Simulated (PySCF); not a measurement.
# A small calculation by hand: oscillator strength and radiative lifetime

C₂H₅F₂NSi, SMILES C/N=C/[SiH](F)F.

The structure is a stationary point at r2SCAN-D4/def2-SVP. The structure was generated by enumeration; whether it is a known compound was not checked. One conformer was computed; it need not be the lowest.

TDA-PBE/def2-SVPD (PySCF) puts the first singlet state with f over 0.02 at 6.40 eV (vertical), with the transition dipole (0.508, 0.142, -0.400) in atomic units.

Problem. Find the oscillator strength, the wavelength and the radiative lifetime that this transition would have in vacuum if emission retraced absorption.

Solution. 
|μ|² = 0.4382 au, so |μ| = 1.68 D. ΔE = 6.40/27.211 = 0.2352 hartree. f = (2/3) ΔE |μ|² = 0.069 (the program prints 0.069).
λ = 1239.84/6.40 = 194 nm; ν = 51619 cm⁻¹.
Einstein's coefficient A = 0.6670 ν² f s⁻¹ (ν in cm⁻¹) = 1.2e8 s⁻¹, so τ = 1/A = 8.2 ns. This state is S4; the lower singlets have f = 0.003, 0.000, 0.000. The figure is the radiative limit of this one transition; relaxation, internal conversion, crossing to triplets and a medium change what is measured.
